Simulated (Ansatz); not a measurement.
Born–Oppenheimer molecular dynamics of AlH5OSSi (9 atoms, charge 0, multiplicity 1). It starts at the highest image of a converged band. Of that band: A structure lower than the last end lies on the path between it and the top, so the climb from that side starts below the end, which may itself be a saddle point or a shallow side well. Neighbouring images differ by up to 2.3 eV, so the band resolves the path poorly. A vibrational analysis at the climbing image gives one clearly imaginary mode, 877i cm⁻¹: a first-order saddle point.

All numbers below come from RKS B3LYP-D4/def2-SVP in Ansatz.

- ensemble: NVE (velocity Verlet)
- time step: 0.5 fs
- steps asked: 200
- starting velocities drawn for: 100 K
- seed: 12881

Frames 5 fs apart, positions in Å, forces in eV/Å.

Velocities at 35.0 fs (Å/ps):

```
Al 0.71 0.91 0.24
O -2.47 -1.54 1.12
Si 5.52 -0.20 -5.14
S -2.54 -0.15 2.28
H -7.60 5.81 -25.40
H 5.97 5.64 5.60
H -13.11 9.87 4.06
H -33.55 -8.76 61.77
H -4.63 -1.92 0.45
```

```xyz
9
Properties=species:S:1:pos:R:3:forces:R:3 time_fs=35.0 energy_less_start_eV=-0.344 T=480
Al -0.448 1.588 -1.575 -0.06 -0.01 -0.28
O 0.264 0.153 -0.997 -0.09 0.19 -0.31
Si 0.879 -1.135 -0.143 0.27 0.16 -0.01
S -0.844 -0.865 2.083 0.11 0.04 0.31
H -0.191 2.023 -3.095 0.01 -0.06 0.30
H -1.411 2.361 -0.591 -0.01 0.05 -0.01
H 1.789 -0.321 0.808 0.21 -0.14 -0.01
H -0.877 -2.068 1.488 -0.27 -0.34 0.06
H 0.222 -1.242 2.842 -0.17 0.12 -0.04
9
Properties=species:S:1:pos:R:3:forces:R:3 time_fs=40.0 energy_less_start_eV=-0.399 T=541
Al -0.445 1.593 -1.576 -0.09 0.08 -0.59
O 0.251 0.148 -0.995 -0.16 0.38 -0.49
Si 0.907 -1.136 -0.168 0.11 0.12 0.33
S -0.856 -0.865 2.096 -0.13 -0.72 -0.25
H -0.232 2.033 -3.147 -0.02 -0.22 0.77
H -1.378 2.393 -0.568 0.08 -0.01 -0.10
H 1.751 -0.290 0.827 0.22 -0.17 -0.04
H -1.084 -2.180 1.788 -0.20 0.43 0.16
H 0.194 -1.235 2.851 0.19 0.11 0.21
9
Properties=species:S:1:pos:R:3:forces:R:3 time_fs=45.0 energy_less_start_eV=-0.434 T=579
Al -0.442 1.598 -1.581 -0.27 -0.22 0.67
O 0.235 0.147 -0.999 0.06 0.11 -0.25
Si 0.937 -1.135 -0.191 -0.10 0.14 0.27
S -0.869 -0.870 2.107 -0.12 -1.38 0.07
H -0.274 2.002 -3.054 0.17 0.14 -0.60
H -1.330 2.424 -0.565 0.01 0.04 -0.01
H 1.764 -0.298 0.835 0.10 -0.11 -0.06
H -1.326 -2.201 2.109 0.32 1.18 -0.01
H 0.191 -1.201 2.894 -0.16 0.12 -0.07
9
Properties=species:S:1:pos:R:3:forces:R:3 time_fs=50.0 energy_less_start_eV=-0.441 T=587
Al -0.442 1.601 -1.582 -0.24 -0.02 0.38
O 0.221 0.148 -1.007 0.35 -0.27 0.14
Si 0.966 -1.133 -0.211 -0.30 0.04 -0.09
S -0.882 -0.883 2.119 0.35 0.65 -0.18
H -0.279 1.994 -3.071 0.13 0.08 -0.43
H -1.280 2.464 -0.563 -0.05 0.07 0.05
H 1.800 -0.330 0.831 -0.03 0.05 0.00
H -1.522 -2.007 2.436 -0.20 -0.58 0.06
H 0.163 -1.143 2.932 -0.01 -0.03 0.08
9
Properties=species:S:1:pos:R:3:forces:R:3 time_fs=55.0 energy_less_start_eV=-0.310 T=442
Al -0.444 1.605 -1.579 -0.09 0.43 -0.77
O 0.211 0.145 -1.013 0.45 -0.37 0.36
Si 0.992 -1.131 -0.232 -0.33 -0.08 -0.34
S -0.895 -0.894 2.130 -0.66 -0.51 0.53
H -0.255 2.002 -3.170 -0.06 -0.22 0.81
H -1.238 2.518 -0.554 0.01 -0.04 -0.07
H 1.831 -0.351 0.824 -0.12 0.15 0.02
H -1.714 -1.855 2.750 0.79 0.67 -0.64
H 0.130 -1.090 2.986 0.00 -0.02 0.10
9
Properties=species:S:1:pos:R:3:forces:R:3 time_fs=60.0 energy_less_start_eV=-0.303 T=435
Al -0.447 1.612 -1.583 0.04 0.05 -0.02
O 0.208 0.138 -1.014 0.30 -0.14 0.28
Si 1.015 -1.130 -0.256 -0.22 -0.02 -0.31
S -0.911 -0.907 2.144 0.24 0.20 0.43
H -0.242 1.967 -3.117 -0.02 -0.04 0.11
H -1.196 2.563 -0.559 -0.01 -0.08 -0.06
H 1.834 -0.338 0.820 -0.16 0.08 -0.04
H -1.762 -1.599 2.939 -0.03 -0.17 -0.20
H 0.092 -1.039 3.055 -0.12 0.11 -0.20
9
Properties=species:S:1:pos:R:3:forces:R:3 time_fs=65.0 energy_less_start_eV=-0.212 T=334
Al -0.449 1.619 -1.585 0.19 -0.59 1.03
O 0.210 0.128 -1.011 -0.01 0.27 0.00
Si 1.037 -1.129 -0.283 -0.12 0.02 -0.18
S -0.926 -0.920 2.162 -0.07 0.21 0.17
H -0.231 1.924 -3.053 0.10 0.21 -0.97
H -1.159 2.593 -0.576 -0.12 0.00 0.07
H 1.801 -0.306 0.808 -0.07 -0.02 0.00
H -1.810 -1.361 3.081 -0.23 -0.20 -0.15
H 0.041 -0.966 3.092 0.32 0.10 0.04
9
Properties=species:S:1:pos:R:3:forces:R:3 time_fs=70.0 energy_less_start_eV=-0.179 T=298
Al -0.450 1.621 -1.581 0.48 -0.45 -0.33
O 0.211 0.122 -1.008 -0.27 0.57 -0.27
Si 1.057 -1.127 -0.311 -0.06 0.01 -0.04
S -0.941 -0.931 2.181 -0.45 0.01 1.14
H -0.206 1.918 -3.153 -0.14 -0.06 0.49
H -1.147 2.620 -0.582 -0.08 -0.05 0.01
H 1.753 -0.279 0.797 0.07 -0.10 0.08
H -1.893 -1.174 3.172 0.57 0.03 -0.81
H 0.042 -0.869 3.122 -0.11 0.05 -0.27
9
Properties=species:S:1:pos:R:3:forces:R:3 time_fs=75.0 energy_less_start_eV=-0.158 T=275
Al -0.446 1.620 -1.579 0.34 -0.25 -0.48
O 0.208 0.124 -1.008 -0.19 0.41 -0.28
Si 1.077 -1.126 -0.339 -0.11 0.16 0.06
S -0.958 -0.941 2.207 0.75 0.14 -0.73
H -0.209 1.904 -3.170 -0.15 -0.07 0.66
H -1.153 2.634 -0.585 0.00 -0.14 -0.07
H 1.719 -0.275 0.801 0.12 -0.17 0.06
H -1.897 -0.988 3.127 -0.76 -0.13 0.74
H 0.033 -0.761 3.104 0.00 0.04 0.05
9
Properties=species:S:1:pos:R:3:forces:R:3 time_fs=80.0 energy_less_start_eV=-0.154 T=271
Al -0.440 1.616 -1.579 -0.07 -0.23 0.72
O 0.203 0.132 -1.013 0.19 -0.11 -0.01
Si 1.096 -1.123 -0.367 -0.26 0.30 0.03
S -0.972 -0.951 2.230 -0.64 0.07 0.48
H -0.242 1.881 -3.067 0.09 0.20 -0.83
H -1.163 2.618 -0.601 -0.04 -0.04 0.06
H 1.712 -0.311 0.818 0.09 -0.14 -0.02
H -1.992 -0.827 3.167 0.72 -0.11 -0.54
H 0.019 -0.641 3.092 -0.08 0.05 0.10
9
Properties=species:S:1:pos:R:3:forces:R:3 time_fs=85.0 energy_less_start_eV=-0.193 T=313
Al -0.434 1.610 -1.576 -0.23 0.20 -0.12
O 0.201 0.138 -1.018 0.51 -0.45 0.23
Si 1.112 -1.117 -0.395 -0.33 0.13 -0.05
S -0.990 -0.960 2.255 0.37 0.04 0.12
H -0.261 1.896 -3.107 0.05 0.08 -0.16
H -1.182 2.592 -0.604 -0.05 0.03 0.11
H 1.726 -0.377 0.833 0.04 0.02 -0.05
H -1.975 -0.690 3.131 -0.14 0.02 0.09
H -0.016 -0.513 3.097 -0.23 -0.06 -0.18
9
Properties=species:S:1:pos:R:3:forces:R:3 time_fs=90.0 energy_less_start_eV=-0.154 T=270
Al -0.430 1.606 -1.573 -0.36 0.61 -0.99
O 0.206 0.139 -1.019 0.50 -0.27 0.23
Si 1.126 -1.111 -0.423 -0.20 -0.27 -0.01
S -1.005 -0.969 2.281 0.02 -0.10 0.00
H -0.268 1.929 -3.185 -0.03 -0.14 0.85
H -1.210 2.568 -0.584 0.06 -0.07 -0.03
H 1.750 -0.439 0.837 -0.01 0.15 -0.06
H -1.982 -0.545 3.102 -0.30 0.00 -0.01
H -0.087 -0.391 3.072 0.30 0.08 0.03
```

Of the whole run (100 fs, mean temperature of the second half 337 K): The conserved energy stayed within 0.045 meV per atom of its start (net change 0.036 meV per atom), so the integration is sound. The system heated up, since it started high on the potential surface and ran downhill. A run of 0.1 ps of so small a system gives no equilibrium averages. The orbitals stay closed-shell, which can raise the energy where a bond breaks towards radicals; this wasn't checked here.

The run took 6.5 min on 2 threads of Intel(R) Xeon(R) Platinum 8375C CPU @ 2.90GHz (Ice Lake), on a shared host, peak memory 0.24 GiB.
